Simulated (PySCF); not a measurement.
A small calculation by hand: refractive index and permittivity of the vapour

BeClI, SMILES [Cl][Be][I].

Geometry optimised at B3LYP-D3(BJ)/def2-TZVP. The def2 effective core potentials stand for the cores of I; spin–orbit coupling is left out.

PySCF with r2SCAN/def2-TZVPD gives a mean static polarisability of 63.7 bohr³ and a dipole moment of 0.40 D. Take an ideal gas at 298.15 K and 1 bar, whether or not the substance is that volatile.

**Question.** Work out n − 1 in the optical limit and the static ε − 1.

**Answer.** 
Polarisability volume α' = 63.7 × 0.148185 = 9.44 Å³. Number density N = p/kT = 2.43e-5 Å⁻³.
Dilute limit of Lorentz–Lorenz: n − 1 = 2π N α' = 0.0014.
Orientation term of Debye: μ²/(3kT) = 8.098 Å³ × μ²(D²) = 1.30 Å³.
ε − 1 = 4π N (α' + μ²/3kT) = 0.0033. Orientation of the dipole supplies 12 % of the static response; it can't follow optical fields. Vibrational polarisation and dispersion are left out.
